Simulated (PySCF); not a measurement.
Cl3GeH3OSi. Atoms are numbered in the order given.

```xyz
9

Si    -2.6946     0.3483    -0.8070
O     -1.2781     0.7468     0.0041
Ge     0.2990     0.0392     0.1414
Cl     0.3740    -1.7364    -1.0415
Cl     1.7524     1.4226    -0.5545
Cl     0.6795    -0.4418     2.1748
H     -3.1899    -0.9816    -0.3494
H     -2.4494     0.3115    -2.2774
H     -3.6804     1.4102    -0.4734
```

Geometry optimised at PBE0-D3(BJ)/def2-SVP. One conformer was computed; it need not be the lowest.

Calculation: PySCF with PBE/pcSseg-1.

GIAO shieldings, no solvent; atoms listed in one row are averaged. δ = σ(ref) − σ: ²⁹Si against TMS (σ = 335.4 ppm); ¹⁷O against H2O (σ = 334.3 ppm); ⁷³Ge against GeH4 (σ = 1614.4 ppm); ³⁵Cl against HCl (σ = 936.5 ppm); ¹H against TMS (σ = 31.49 ppm), references at their B3LYP-D3(BJ)/def2-TZVP geometries, non-relativistic (without spin–orbit terms, shifts of atoms bonded to Cl or Br come out too high).

Computed chemical shifts:
```json
[
 {"nucleus": "²⁹Si", "atoms": "Si1", "count": "1", "δ (ppm)": "-28.4"},
 {"nucleus": "¹⁷O", "atoms": "O2", "count": "1", "δ (ppm)": "122.2"},
 {"nucleus": "⁷³Ge", "atoms": "Ge3", "count": "1", "δ (ppm)": "429.6"},
 {"nucleus": "³⁵Cl", "atoms": "Cl6", "count": "1", "δ (ppm)": "235.5"},
 {"nucleus": "³⁵Cl", "atoms": "Cl5", "count": "1", "δ (ppm)": "235.3"},
 {"nucleus": "³⁵Cl", "atoms": "Cl4", "count": "1", "δ (ppm)": "229.6"},
 {"nucleus": "¹H", "atoms": "H7, H8, H9", "count": "3", "δ (ppm)": "5.54"}
]
```
